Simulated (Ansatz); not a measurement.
Reaction (redistribution): `F[CH2][InH][SiH3]` + `F[CH]1[S][GeH2]1` → `F[CH2][InH][F]` + `[SiH3][CH]1[S][GeH2]1`

Program: Ansatz. Geometries: PBE0-D4/def2-TZVP. ΔE: electronic, gas phase. CCSD(T)/CBS is the MP2 limit (def2-TZVPP, def2-QZVPP) plus CCSD(T) − MP2 in def2-TZVPP, frozen cores. Functionals use def2-TZVPP. B3LYP here is the variant with VWN-RPA as its local correlation; programs differ in this. Elements past krypton have def2 core potentials. For Ge, In outer-core shells are correlated without core-valence functions, which leaves a few kJ/mol of doubt a bond. Scalar relativity is left out up to krypton. One conformer a species, not always the lowest.

(1) Is it downhill or uphill in electronic energy at CCSD(T)/CBS, and by how much? (Best estimate.)

(2) What do these levels give: r2SCAN-D4, B3LYP-D4, ωB97M-V, r2SCAN, PBE0, MP2/def2-TZVPP? (Estimate.)

Largest T1 diagnostic among the species: 0.015.

Answers

(1) Computed: Downhill: ΔE = -1.71 eV.

(2) Ansatz gave: r2SCAN-D4 -1.52, B3LYP-D4 -1.55, ωB97M-V -1.56, r2SCAN -1.51, PBE0 -1.40, MP2/def2-TZVPP -1.77 eV.

The D4 term adds −0.07 eV with B3LYP and −0.04 eV with PBE0; it sums over pairs of atoms, weighted by their polarisabilities, and B3LYP, whose exchange is more repulsive, gets the larger term. From PBE to PBE0 (25 % exact exchange), in def2-TZVPP and without D4, ΔE moves by −0.06 eV.
